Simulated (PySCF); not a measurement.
Species: C6H6F3O (doublet state).
Z-matrix (Å and degrees, GFN2-xTB geometry), rows numbered from 1:
```
F 
C   1  1.3438
F   2  1.3412  1  106.33
F   2  1.3398  1  106.47  3   113.40
C   2  1.5226  1  111.88  3  -123.46
C   5  1.4911  2  111.07  1  -179.79
C   6  1.3466  5  127.75  2    95.69
O   7  1.3442  6  113.03  5  -178.86
C   8  1.3574  7  107.77  6    -0.83
C   9  1.4857  8  111.39  7     2.12
H   5  1.0914  2  106.98  1   -58.49
H   5  1.0924  2  107.19  1    58.78
H   7  1.0733  6  130.28  5     1.58
H   9  1.0678  8  117.76  7   171.51
H  10  1.1022  6  112.68  5    59.54
H  10  1.1017  6  112.48  5   -59.92
```

The hyperfine couplings belong to this conformer and change with its torsions.

The species is `[CH]1OC=C(C1)CC(F)(F)F` [radical].

Theory: UKS B3LYP, pcH-1 on C F H O, non-relativistic, mean-field spin-orbit, GIAO in PySCF. Geometry: GFN2-xTB, one conformer, isolated molecule. The geometry wasn't refined by DFT: couplings that depend on bond lengths, twists or pyramidal angles can differ widely from those at the functional's own minimum. The SCF solution wasn't tested for stability.

Largest spin populations (Mulliken): C9 (+0.88), C6 (+0.10), C10 (-0.10) and O8 (+0.07). C9 is the only atom above +0.15. The positive populations add up to 1.20 and the negative ones to -0.20, together 2S = 1. The angles at C9 add up to 358.9°, so it is planar; its axial dipolar tensor and the negative coupling of its proton fit spin in a p orbital normal to that plane.

Task: McConnell's relation a(H) = Q·ρ ties the coupling of a proton on a planar π carbon to the spin population of that carbon. What Q do the computed values give?

Result: 
| H | C | ρ(C) | a(H) (G) | a/ρ (G) |
| --- | --- | --- | --- | --- |
| H14 | C9 | +0.881 | -21.00 | -23.8 |

One proton gives one ratio, Q = -23.8 G, and no test of linearity.

Task: How do the β-proton couplings of this frozen conformer go with θ, the angle between the C–H bond and the normal to the plane of the spin centre's three neighbours, both seen down the bond from centre to carbon?

Result: 
| β H | on | centre | θ (°) | cos²θ | a (G) |
| --- | --- | --- | --- | --- | --- |
| H15 | C10 | C9 | 32 | 0.72 | +58.89 |
| H16 | C10 | C9 | 27 | 0.79 | +56.31 |

Couplings in gauss use g_iso = 2.0030.
